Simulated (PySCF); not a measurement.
**How methods differ on the excitation energy of Sn**

Sn [Kr] 4d10 5s2 5p2 (3P) → Sn [Kr] 4d10 5s1 5p3 (5S), as a difference of total energies. Calculation: PySCF 2.14, in ANO-RCC-VTZP (7s6p4d2f1g, 68 functions); the spin-free X2C one-electron Hamiltonian (Gaussian nucleus). Correlated levels: valence: [Kr] 4d10 frozen. The calculations carry no spin-orbit coupling.

```csv
method,excitation energy (eV)
UHF,2.989
MP2 (valence),3.701
SCS-MP2 (valence),4.015
CCSD (valence),3.916
CCSD(T) (valence),3.944
```

Errors of the correlated levels include the incompleteness of this basis and the frozen core.

**Question.** Which method comes closest to the reference value, and which is furthest?

**Answer.** The reference is 4.607 eV (measured; NIST levels, between the centres of gravity of the two terms). Closest: SCS-MP2 (valence) (error -0.592 eV); furthest: UHF (error -1.618 eV).
